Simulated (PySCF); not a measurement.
TPSS on As (arsenic, neutral)

Configuration: [Ar] 3d10 4s2 4p3, high-spin 4S determinant. Calculation: PySCF 2.14, in cc-pVTZ-PP with ECP10MDF (5s4p3d1f, 39 functions); scalar relativity through the core potential.

```
Total energy                : -332.3397 hartree
One-electron energy         : -586.5424 hartree
Hartree (Coulomb) energy    : 280.9640 hartree
Exchange-correlation energy : -26.7613 hartree
⟨S²⟩                        : 3.7510
⟨L²⟩                        : 0.000
Sum of ⟨r⟩                  : 23.07 bohr
Sum of ⟨r²⟩                 : 39.89 bohr²
Time after the integrals    : 1.1 s of wall time on 1 thread of Neoverse-N1 (shared host)
```

```
shell  electrons  mean orbital energy (eV)  rms radius, mean of both spins (bohr)
 3s α          1                   -184.50                                  0.645
 3s β          1                   -184.35                                  0.645
 3p α          3                   -134.08                                  0.672
 3p β          3                   -133.91                                  0.672
 3d α          5                   -41.414                                  0.752
 3d β          5                   -41.139                                  0.752
 4s α          1                   -15.403                                   2.10
 4s β          1                   -12.611                                   2.10
 4p α          3                    -5.990                                   2.70
```

Energies and moments cover only the electrons outside the core potential.
